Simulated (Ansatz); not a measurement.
`[SiH3]S[CH2][GeH3]` + NH₃ → `[NH2][GeH3]` + `CS[SiH3]` at 500 K and 1 bar (ligand exchange at a Ge–C bond).

Program: Ansatz. Geometries: PBE0-D4/def2-TZVP. ΔE: electronic, gas phase. CCSD(T)/CBS adds triple-zeta CCSD(T) − MP2 to the extrapolated MP2 energy (def2 sets, frozen cores). This one scheme is used for every species. For Ge outer-core shells are correlated without core-valence functions, which leaves a few kJ/mol of doubt a bond. Scalar relativity is left out up to krypton. One conformer a species, not always the lowest.

```tsv
species	CCSD(T)/CBS energy (Eh)	H − E (kJ/mol)	S (J/(mol·K))
`[SiH3]S[CH2][GeH3]`	-2805.83640	256.4	457.4
NH₃	-56.50880	108.2	211.8
`[NH2][GeH3]`	-2133.81884	158.0	315.9
`CS[SiH3]`	-728.52947	205.2	363.4
```

H − E and S are ideal-gas, rigid-rotor, harmonic terms from PBE0-D4/def2-TZVP, for one conformer and one mirror image of each species. 1 Eh = 2625.50 kJ/mol, R = 8.31446 J/(mol·K).

Task: By hand: ΔE, ΔH, ΔS and ΔG.

Result: ΔE = (-2133.81884) + (-728.52947) − (-2805.83640) − (-56.50880) = -0.00311 Eh = -8.2 kJ/mol. Δ(H − E) = 158.0 + 205.2 − 256.4 − 108.2 = -1.4, so ΔH = -9.6 kJ/mol. ΔS = 315.9 + 363.4 − 457.4 − 211.8 = 10.1 J/(mol·K). ΔG = -9.6 − 500 × (10.1)/1000 = -14.6 kJ/mol.

Task: By hand: the equilibrium constant, and the temperature at which ΔG would vanish if ΔH and ΔS stayed fixed.

Result: log₁₀ K = −ΔG/(RT ln 10) = 1.5. ΔH and −TΔS have one sign here, so there is no such temperature.

TΔS isn't small against ΔH here. A doubt of 5 kJ/mol in ΔE shifts log₁₀ K by 0.5 here. Other conformers and mirror images would add mixing entropy, several J/(mol·K) or more a flexible species. Modes under 60 cm⁻¹, often nearly free rotors, make the harmonic entropy too high. These are equilibria of isolated gas molecules and say nothing of rates. Largest T1 diagnostic: 0.011 (customary marks: 0.02 for closed shells, 0.045 for open ones).

ΔS is within the doubt of such terms, so its sign, and with it that verdict, could turn.
